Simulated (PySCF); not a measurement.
PySCF input (M06-L/def2-TZVPD):

```python
from pyscf import gto, scf, dft

mol = gto.M(
    atom='''
    Ge   -0.00000000    0.00000000   -0.00000000
    H    -0.88257558   -1.24273075   -0.02355332
    H    -0.63495431    1.38589484    0.00161732
    H     1.51752989   -0.14316410    0.02193600
    ''',
    basis='def2-tzvpd',
    charge=1,
    spin=0,
    verbose=4,
)

mf = dft.RKS(mol, xc='m06l').density_fit(auxbasis='def2-universal-jkfit')
mf.grids.level = 4
mf.conv_tol = 1e-9
mf.max_cycle = 100
mf.max_memory = 1500
mf.kernel()
if not mf.converged:
    mf = mf.newton()
    mf.kernel(mf.make_rdm1())
mf.analyze()
```

Output:

```
PySCF version 2.14.0

[INPUT] verbose = 4
[INPUT] num. atoms = 4
[INPUT] num. electrons = 34
[INPUT] charge = 1
[INPUT] spin (= nelec alpha-beta = 2S) = 0
[INPUT] symmetry False subgroup None
[INPUT] Mole.unit = angstrom
[INPUT] Symbol           X                Y                Z      unit          X                Y                Z       unit  Magmom
[INPUT]  1 Ge     0.000000000000   0.000000000000   0.000000000000 AA    0.000000000000   0.000000000000   0.000000000000 Bohr   0.0
[INPUT]  2 H     -0.882575580000  -1.242730750000  -0.023553320000 AA   -1.667826130429  -2.348420764075  -0.044509324124 Bohr   0.0
[INPUT]  3 H     -0.634954310000   1.385894840000   0.001617320000 AA   -1.199889747512   2.618961685048   0.003056291856 Bohr   0.0
[INPUT]  4 H      1.517529890000  -0.143164100000   0.021936000000 AA    2.867715877941  -0.270540939870   0.041453032268 Bohr   0.0

nuclear repulsion = 33.9259365769935
number of shells = 33
number of NR pGTOs = 139
number of NR cGTOs = 81
basis = def2-tzvpd
ecp = {}

******** <class 'pyscf.df.df_jk.DFRKS'> ********
method = DFRKS
initial guess = minao
damping factor = 0
level_shift factor = 0
DIIS = <class 'pyscf.scf.diis.CDIIS'>
diis_start_cycle = 1
diis_space = 8
diis_damp = 0
SCF conv_tol = 1e-09
SCF conv_tol_grad = None
SCF max_cycles = 100
direct_scf = False
XC library pyscf.dft.libxc version 7.1.2
    S. Lehtola, C. Steigemann, M. J. T. Oliveira, and M. A. L. Marques,  SoftwareX 7, 1–5 (2018)
XC functionals = m06l
    Y. Zhao and D. G. Truhlar,  J. Chem. Phys. 125, 194101 (2006)
    Y. Zhao and D. G. Truhlar,  J. Chem. Phys. 125, 194101 (2006)
    Y. Zhao and D. G. Truhlar,  Theor. Chem. Acc. 120, 215 (2008)
radial grids:
    Treutler-Ahlrichs [JCP 102, 346 (1995); DOI:10.1063/1.469408] (M4) radial grids

becke partition: Becke, JCP 88, 2547 (1988); DOI:10.1063/1.454033
pruning grids: <function nwchem_prune>
grids dens level: 4
symmetrized grids: False
atomic radii adjust function: <function treutler_atomic_radii_adjust>
small_rho_cutoff = 0
Set gradient conv threshold to 3.16228e-05
Initial guess from minao.
tot grids = 77312
init E= -2077.96045945212
  HOMO = -0.353356635508895  LUMO = -0.136308032878361  gap/eV = 5.90619
cycle= 1 E= -2078.34317469708  delta_E= -0.383  |g|= 0.725  |ddm|= 2.06
  HOMO = -0.638801121599395  LUMO = -0.456377668482151  gap/eV = 4.96400
cycle= 2 E= -2078.33079395847  delta_E= 0.0124  |g|= 0.944  |ddm|= 1.04
  HOMO = -0.607697744198483  LUMO = -0.403552154144474  gap/eV = 5.55508
cycle= 3 E= -2078.40651953842  delta_E= -0.0757  |g|= 0.0346  |ddm|= 0.627
  HOMO = -0.596501432742802  LUMO = -0.386540823308114  gap/eV = 5.71332
cycle= 4 E= -2078.40688992285  delta_E= -0.00037  |g|= 0.015  |ddm|= 0.173
  HOMO = -0.596121610519555  LUMO = -0.38754817568671  gap/eV = 5.67557
cycle= 5 E= -2078.40694983958  delta_E= -5.99e-05  |g|= 0.00221  |ddm|= 0.0464
  HOMO = -0.596377285761924  LUMO = -0.387742490055064  gap/eV = 5.67724
cycle= 6 E= -2078.40695075108  delta_E= -9.12e-07  |g|= 0.000316  |ddm|= 0.00137
  HOMO = -0.596331663370519  LUMO = -0.387685558397707  gap/eV = 5.67755
cycle= 7 E= -2078.40695076816  delta_E= -1.71e-08  |g|= 2.86e-05  |ddm|= 0.0023
  HOMO = -0.596319875479672  LUMO = -0.387677613920962  gap/eV = 5.67745
cycle= 8 E= -2078.40695076836  delta_E= -1.96e-10  |g|= 2.8e-06  |ddm|= 0.000223
  HOMO = -0.59632066213743  LUMO = -0.387677707936758  gap/eV = 5.67746
Extra cycle  E= -2078.40695076837  delta_E= -1e-11  |g|= 1.21e-06  |ddm|= 8.09e-06
converged SCF energy = -2078.40695076837
**** SCF Summaries ****
Total Energy =                       -2078.406950768370734
Nuclear Repulsion Energy =              33.925936576993514
One-electron Energy =                -2953.520555615871672
Two-electron Energy =                  841.187668270507515
Two-electron Coulomb Energy =          921.062139144635239
DFT Exchange-Correlation Energy =      -79.874470874127709
HOMO-LUMO gap [eV] =                     5.677463967107657
**** MO energy ****
MO #1   energy= -398.376331101079  occ= 2
MO #2   energy= -49.9756155721989  occ= 2
MO #3   energy= -44.40008596209    occ= 2
MO #4   energy= -44.3933693152884  occ= 2
MO #5   energy= -44.3933692069202  occ= 2
MO #6   energy= -6.52806354632935  occ= 2
MO #7   energy= -4.6627103858646   occ= 2
MO #8   energy= -4.64297694524639  occ= 2
MO #9   energy= -4.64297661835972  occ= 2
MO #10  energy= -1.44708685941107  occ= 2
MO #11  energy= -1.44116987747485  occ= 2
MO #12  energy= -1.44116952457611  occ= 2
MO #13  energy= -1.42830923645373  occ= 2
MO #14  energy= -1.42830901052407  occ= 2
MO #15  energy= -0.791714483225031 occ= 2
MO #16  energy= -0.596323944851344 occ= 2
MO #17  energy= -0.59632066213743  occ= 2
MO #18  energy= -0.387677707936758 occ= 0
MO #19  energy= -0.254079852226477 occ= 0
MO #20  energy= -0.179988472225053 occ= 0
MO #21  energy= -0.179985596653627 occ= 0
MO #22  energy= -0.135529673358269 occ= 0
MO #23  energy= -0.0947562913075058 occ= 0
MO #24  energy= -0.0947560762569717 occ= 0
MO #25  energy= -0.0683810545329403 occ= 0
MO #26  energy= -0.068380758953025 occ= 0
MO #27  energy= -0.0299331815680235 occ= 0
MO #28  energy= -3.8804531915838e-05 occ= 0
MO #29  energy= -1.92053355438392e-06 occ= 0
MO #30  energy= 0.0259404989503533 occ= 0
MO #31  energy= 0.0486398753083455 occ= 0
MO #32  energy= 0.0560852546939722 occ= 0
MO #33  energy= 0.0560861807318497 occ= 0
MO #34  energy= 0.0662347454910934 occ= 0
MO #35  energy= 0.129338684366762  occ= 0
MO #36  energy= 0.129338938070016  occ= 0
MO #37  energy= 0.135361374078969  occ= 0
MO #38  energy= 0.135365920146766  occ= 0
MO #39  energy= 0.139270636595329  occ= 0
MO #40  energy= 0.159336033302308  occ= 0
MO #41  energy= 0.249071867908816  occ= 0
MO #42  energy= 0.249090142902329  occ= 0
MO #43  energy= 0.263767873116731  occ= 0
MO #44  energy= 0.263771408595407  occ= 0
MO #45  energy= 0.277580647187802  occ= 0
MO #46  energy= 0.435111169473657  occ= 0
MO #47  energy= 0.43511799177966   occ= 0
MO #48  energy= 0.486620699668438  occ= 0
MO #49  energy= 0.736949818904778  occ= 0
MO #50  energy= 0.74564079282271   occ= 0
MO #51  energy= 0.745644439698945  occ= 0
MO #52  energy= 0.767086749008622  occ= 0
MO #53  energy= 0.79387887678038   occ= 0
MO #54  energy= 0.822975505795438  occ= 0
MO #55  energy= 0.822976219177935  occ= 0
MO #56  energy= 0.871544078008122  occ= 0
MO #57  energy= 0.871553614551434  occ= 0
MO #58  energy= 0.913060894658494  occ= 0
MO #59  energy= 0.913065897777789  occ= 0
MO #60  energy= 1.13603878635517   occ= 0
MO #61  energy= 1.55619993168619   occ= 0
MO #62  energy= 1.55620465019338   occ= 0
MO #63  energy= 1.59898044787893   occ= 0
MO #64  energy= 1.69449064439282   occ= 0
MO #65  energy= 1.69451581147381   occ= 0
MO #66  energy= 2.04666217464012   occ= 0
MO #67  energy= 2.20766523664698   occ= 0
MO #68  energy= 2.20769975411153   occ= 0
MO #69  energy= 2.21655042994392   occ= 0
MO #70  energy= 2.45726114555738   occ= 0
MO #71  energy= 2.47376879611761   occ= 0
MO #72  energy= 2.4737710905718    occ= 0
MO #73  energy= 2.51557264956581   occ= 0
MO #74  energy= 2.51558531365113   occ= 0
MO #75  energy= 2.65943444267425   occ= 0
MO #76  energy= 2.78317283360261   occ= 0
MO #77  energy= 2.78319848534044   occ= 0
MO #78  energy= 3.4359524483268    occ= 0
MO #79  energy= 4.05697347959011   occ= 0
MO #80  energy= 4.0569847023738    occ= 0
MO #81  energy= 5.46501568152665   occ= 0
 ** Mulliken pop on meta-lowdin orthogonal AOs  **
 ** Mulliken pop  **
pop of  0 Ge 1s           1.99998
pop of  0 Ge 2s           1.99973
pop of  0 Ge 3s           1.99926
pop of  0 Ge 4s           1.27758
pop of  0 Ge 5s           0.01092
pop of  0 Ge 6s           0.00128
pop of  0 Ge 7s           0.00015
pop of  0 Ge 2px          1.99995
pop of  0 Ge 2py          1.99995
pop of  0 Ge 2pz          1.99995
pop of  0 Ge 3px          1.99993
pop of  0 Ge 3py          1.99993
pop of  0 Ge 3pz          1.99987
pop of  0 Ge 4px          0.87133
pop of  0 Ge 4py          0.87148
pop of  0 Ge 4pz          0.00032
pop of  0 Ge 5px          0.02387
pop of  0 Ge 5py          0.02387
pop of  0 Ge 5pz          0.00006
pop of  0 Ge 6px          0.00092
pop of  0 Ge 6py          0.00092
pop of  0 Ge 6pz          0.00007
pop of  0 Ge 3dxy         1.99911
pop of  0 Ge 3dyz         1.99963
pop of  0 Ge 3dz^2        1.99894
pop of  0 Ge 3dxz         1.99963
pop of  0 Ge 3dx2-y2      1.99911
pop of  0 Ge 4dxy         0.00335
pop of  0 Ge 4dyz         0.00016
pop of  0 Ge 4dz^2        0.00111
pop of  0 Ge 4dxz         0.00016
pop of  0 Ge 4dx2-y2      0.00335
pop of  0 Ge 5dxy         0.00084
pop of  0 Ge 5dyz         0.00012
pop of  0 Ge 5dz^2        0.00092
pop of  0 Ge 5dxz         0.00012
pop of  0 Ge 5dx2-y2      0.00084
pop of  0 Ge 6dxy         0.00072
pop of  0 Ge 6dyz         0.00001
pop of  0 Ge 6dz^2        0.00006
pop of  0 Ge 6dxz         0.00001
pop of  0 Ge 6dx2-y2      0.00072
pop of  0 Ge 7dxy         0.00025
pop of  0 Ge 7dyz         0.00003
pop of  0 Ge 7dz^2        0.00023
pop of  0 Ge 7dxz         0.00003
pop of  0 Ge 7dx2-y2      0.00025
pop of  0 Ge 4f-3         0.00014
pop of  0 Ge 4f-2         0.00000
pop of  0 Ge 4f-1         0.00021
pop of  0 Ge 4f+0         0.00000
pop of  0 Ge 4f+1         0.00021
pop of  0 Ge 4f+2         0.00000
pop of  0 Ge 4f+3         0.00164
pop of  1 H 1s            0.94784
pop of  1 H 2s            0.01121
pop of  1 H 3s            0.00036
pop of  1 H 2px           0.00252
pop of  1 H 2py           0.00428
pop of  1 H 2pz           0.00003
pop of  1 H 3px           0.00168
pop of  1 H 3py           0.00102
pop of  1 H 3pz           0.00000
pop of  2 H 1s            0.94784
pop of  2 H 2s            0.01121
pop of  2 H 3s            0.00036
pop of  2 H 2px           0.00165
pop of  2 H 2py           0.00515
pop of  2 H 2pz           0.00003
pop of  2 H 3px           0.00201
pop of  2 H 3py           0.00069
pop of  2 H 3pz           0.00000
pop of  3 H 1s            0.94784
pop of  3 H 2s            0.01121
pop of  3 H 3s            0.00036
pop of  3 H 2px           0.00603
pop of  3 H 2py           0.00077
pop of  3 H 2pz           0.00003
pop of  3 H 3px           0.00036
pop of  3 H 3py           0.00234
pop of  3 H 3pz           0.00000
 ** Mulliken atomic charges  **
charge of    0Ge =      0.90680
charge of    1H =      0.03107
charge of    2H =      0.03107
charge of    3H =      0.03106

WARN: System has nonzero charge 1; the dipole moment is origin-dependent.
Location of origin: [0. 0. 0.]

Dipole moment(X, Y, Z, Debye): -0.00004,  0.00005,  0.00002
```
